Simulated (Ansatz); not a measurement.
One change: `[CH3][SnH]([OH])[AlH2]` becomes `[CH3][SnH]([CH3])[OH]`.

Ansatz, PBE0-D4/def2-TZVP geometries, multiplicity 1. Each molecule was computed in one conformer, which needn't be the lowest.

Elements past krypton have def2 core potentials.

| property | `[CH3][SnH]([OH])[AlH2]` |
| --- | --- |
| HOMO–LUMO gap (B3LYP/def2-TZVPP) / eV | 4.33 |
| HOMO–LUMO gap (PBE0/def2-TZVPP) / eV | 4.72 |
| size of the dipole moment (ωB97M-V/def2-TZVPP) / D | 1.87 |
| size of the dipole moment (B3LYP/def2-TZVPP) / D | 1.76 |
| LUMO energy (ωB97M-V/def2-TZVPP) / eV | -0.68 |
| HOMO energy (ωB97M-V/def2-TZVPP) / eV | -9.00 |

(1) Give the same properties after the change, and the shifts. (Estimate.)

Results:

(1) Computed: 
```tsv
property	`[CH3][SnH]([CH3])[OH]`	shift
HOMO–LUMO gap (B3LYP/def2-TZVPP) / eV	7.28	2.95
HOMO–LUMO gap (PBE0/def2-TZVPP) / eV	7.80	3.08
size of the dipole moment (ωB97M-V/def2-TZVPP) / D	1.76	-0.11
size of the dipole moment (B3LYP/def2-TZVPP) / D	1.73	-0.03
LUMO energy (ωB97M-V/def2-TZVPP) / eV	1.50	2.18
HOMO energy (ωB97M-V/def2-TZVPP) / eV	-9.92	-0.92
```

With PBE0 the HOMO falls by 0.65 eV and the LUMO rises by 2.45 eV, so the gap widens by about 3.10 eV. PBE moves the HOMO by -0.34 eV and ωB97M-V by -0.92 eV. Dipoles are sizes alone; their direction can turn.

B3LYP here is the variant with VWN-RPA as its local correlation; programs differ in this.
